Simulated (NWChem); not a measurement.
System: C₂H₈Si₂; SMILES C=C([SiH3])[SiH3]

NWChem input:

```
start job
memory heap 200 mb stack 900 mb global 1100 mb
geometry units angstroms noautoz
  C      0.000000     0.000000     1.790550
  C      0.000000     0.000000     0.445280
  Si    -1.631988     0.000000    -0.485715
  Si     1.631988     0.000000    -0.485715
  H      0.927838     0.000000     2.378295
  H     -0.927838     0.000000     2.378295
  H     -1.735768     1.205705    -1.365155
  H     -2.764754     0.000000     0.490116
  H     -1.735768    -1.205705    -1.365155
  H      2.764754     0.000000     0.490116
  H      1.735768    -1.205705    -1.365155
  H      1.735768     1.205705    -1.365155
end
basis spherical
  * library def2-svp
end
dft
  xc xpbe96 cpbe96
  iterations 150
  mulliken
end
task dft energy
```

Geometry: optimised at PBE0/def2-SVP.

### Question
Give the results of this calculation. (PBE/def2-SVP.) Quantities: energy (Ha); highest occupied level (eV); orbital gap (eV); dipole (D).

### Answer
- energy (Ha): -659.30
- highest occupied level (eV): -6.93
- orbital gap (eV): 5.15
- dipole (D): 0.79
